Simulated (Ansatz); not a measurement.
# SnH2Cl (SMILES [Cl][SnH2]): methods side by side

The species is SnH2Cl (4 atoms), meant as a doublet with charge 0. SMILES: `[Cl][SnH2]`. The coordinates come from a PBE0-D4/def2-TZVP relaxation.

Each level gives the electronic atomisation energy (eV). The values are calculated. Electronic energies at fixed atoms, without zero-point motion or spin-orbit coupling.

```tsv
level	kind	program	value (eV)	less FCI/STO-3G
UHF/STO-3G	Hartree–Fock	Ansatz	10.75	-0.89
U-revPBE/STO-3G	GGA	Ansatz	13.10	+1.46
U-r2SCAN/STO-3G	meta-GGA	Ansatz	13.49	+1.85
UPBE0/STO-3G	global hybrid	Ansatz	13.12	+1.48
UCAM-B3LYP/STO-3G	range-separated hybrid	Ansatz	13.34	+1.70
UHSE06/STO-3G	range-separated hybrid	Ansatz	13.13	+1.49
UB2PLYP/STO-3G	double hybrid	Ansatz	12.63	+0.99
UMP2/STO-3G	perturbation theory	Ansatz	11.37	-0.27
UBCCD(T)/STO-3G	coupled cluster or CI	Ansatz	11.64	0.00
FCI/STO-3G	exact in the basis	Ansatz	11.64	0.00
```

FCI/STO-3G is exact within its basis and frozen core, so for wave-function methods in that basis the difference is their error; functionals converge differently with the basis, so for them it is only a difference. All-electron rows without a relativistic Hamiltonian named are non-relativistic. The values span 10.75 to 13.49 eV. All rows use very small basis sets, so even the best lies far from the true value. In the correlated wave-function rows the outer d shell of Sn is correlated, in sets not made for it.
